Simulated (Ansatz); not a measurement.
A trace of molecular dynamics of AlBrH$_{2}$OSi (6 atoms, charge 0, multiplicity 1).

All numbers below come from RKS revPBE/def2-SVP in Ansatz.

```
ensemble                      : NVE (velocity Verlet)
starting velocities drawn for : 300 K
seed                          : 9114
```

```csv
time (fs),T (K),potential energy less start (eV),conserved less start (meV/atom)
0,300,0.000,0.00
4,238,0.032,0.06
8,444,-0.074,0.04
12,1104,-0.415,0.08
16,2539,-1.158,-0.08
20,3441,-1.625,-0.19
24,3072,-1.434,-0.07
28,2585,-1.181,0.00
32,2722,-1.252,-0.04
36,2932,-1.361,-0.08
40,2622,-1.201,-0.11
44,1834,-0.793,0.06
48,2083,-0.922,0.01
52,2970,-1.381,-0.16
56,2819,-1.303,-0.14
60,1939,-0.847,0.04
64,1911,-0.832,0.08
68,2811,-1.299,-0.20
72,2904,-1.347,-0.16
76,2389,-1.080,-0.03
80,2262,-1.015,-0.07
84,2404,-1.088,0.01
88,2704,-1.244,-0.23
92,1998,-0.878,0.00
96,1787,-0.769,-0.04
100,2063,-0.911,0.09
```

Task: Is this trajectory sound?

Result: The conserved energy stayed within 0.24 meV per atom of its start (net change 0.094 meV per atom), so the integration is sound. The kinetic energy rose, since the run started high on the potential surface and went downhill. A run of 0.1 ps of so small a system gives no equilibrium averages. The orbitals stay closed-shell, which can raise the energy where a bond breaks towards radicals; this wasn't checked here. The time step was 0.5 fs.

The run took 3 min on 2 threads of Intel(R) Xeon(R) Platinum 8488C (Sapphire Rapids), with other jobs on the host, peak memory 0.15 GiB.
